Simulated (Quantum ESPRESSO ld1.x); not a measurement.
Problem. The mean radii <r> (bohr) of the occupied orbitals of an atom or ion are listed with their occupations. Calculated with ld1.x of Quantum ESPRESSO 7.5: non-relativistic Kohn-Sham, LDA (Slater exchange, Perdew-Zunger correlation), spin-unpolarised, spherical densities, point nucleus.

orbital  occ.      <r>
1s          2  0.02620
2s          2   0.1122
2p          6  0.09532
3s          2   0.2939
3p          6   0.2836
3d         10   0.2544
4s          2   0.6659
4p          6   0.6851
4d         10   0.7343
5s          2    1.534
5p          6    1.691
5d          1    2.203

Name the element and its charge.

Solution. Z = 58, cerium, charge +3: Ce3+ in [Xe] 5d1. The 1s radius gives Z: for a bare nucleus <r> = 1.5/Z, 0.02586 bohr for Z = 58, and screening makes it slightly larger (0.02620 here). The occupations add up to 55, and the charge is Z minus that.
